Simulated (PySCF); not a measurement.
Isomers of C6H5NS, one GFN2-xTB conformer each. Single-point energies are computed at PBE0/pcSseg-1 (PySCF, gas phase, no added dispersion term), electronic only.

| SMILES | GFN2-xTB relative energy (kcal/mol) |
| --- | --- |
| CC#Cc1ccsn1 | 38.0 |
| c1cc2sccc2[nH]1 | 0.0 |

Problem. What does PBE0/pcSseg-1 give for the same structures?

Solution. 
```json
{"SMILES": "c1cc2sccc2[nH]1", "PBE0/pcSseg-1 E (Eh)": "-684.04657", "PBE0/pcSseg-1 (kcal/mol)": "0.0", "GFN2-xTB (kcal/mol)": "0.0", "point group": "Cs"}
{"SMILES": "CC#Cc1ccsn1", "PBE0/pcSseg-1 E (Eh)": "-683.97973", "PBE0/pcSseg-1 (kcal/mol)": "41.9", "GFN2-xTB (kcal/mol)": "38.0", "point group": "near Cs"}
```

Both levels put the same isomer lowest. As drawn, the lower has an N–H bond, which the higher lacks; the higher has a C≡C bond, which the lower lacks.

Problem. Which frontier levels, dipoles and rotational constants go with these structures?

Solution. 
| SMILES | HOMO (eV, PBE0/pcSseg-1) | LUMO (eV) | dipole (D) | A, B, C (MHz) |
| --- | --- | --- | --- | --- |
| c1cc2sccc2[nH]1 | -5.82 | -0.12 | 2.66 | 4027, 1753, 1221 |
| CC#Cc1ccsn1 | -6.87 | -1.17 | 2.41 | 6929, 831.3, 745.8 |
